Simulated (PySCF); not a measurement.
Coordinates in bohr (charge 0 multiplicity 4):
```
W    -0.1473    0.0000    0.0565
O     0.9222    0.0000    3.0893
O     0.6472    0.0000   -3.4465
H     2.0080    0.0000   -4.6350
```

Method: UPBE0/[W def2-TZVP with ECP60, O def2-TZVP, H def2-TZVP], scalar-relativistic core potentials, density fitting, no spin–orbit coupling, PySCF.

This geometry of WO(OH) is a stationary point at this level.

Problem. What is the point group?

Solution. Cs.

Problem. Is it a minimum?

Solution. Yes: all harmonic wavenumbers are real.

Problem. What are the dipole moment and the gap between the highest occupied and lowest empty levels of either spin?

Solution. 3.04 D and 3.80 eV.

Problem. Give the ideal-gas entropy at 298.15 K and 1 bar by parts.

Solution. translation 175.9, rotation 95.9, vibration 19.0, spin 11.5; total 302.4 J/(mol K).

Only a few start shapes were tried, so a lower isomer may exist. With open d or f shells other occupations or spin states may lie lower. Spin–orbit coupling, left out here, can matter for elements this heavy.
